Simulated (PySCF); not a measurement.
**Correlation energy of As⁺ (arsenic, charge +1)**

[Ar] 3d10 4s1 4p2 5s1, high-spin 5P determinant (an excited configuration). Computed with PySCF 2.14 in aug-cc-pwCVTZ-PP with ECP10MDF (8s7p6d4f1g, 96 functions), with scalar relativity through the core potential. Frozen: 3s2 3p6 3d10; 4 electrons correlated.

MP2 pair energies summed by pair of shells (mhartree):

```csv
pair,energy,share (%)
4p-5s,-6.03,36.5
4p-4p,-5.46,33.1
4s-4p,-3.66,22.2
4s-5s,-1.36,8.3
```

Total MP2 correlation energy: -16.51 mhartree.

Same-spin part -16.51 and opposite-spin part 0.00 mhartree; SCS-MP2 scales them by 1/3 and 6/5 to -5.50 mhartree.
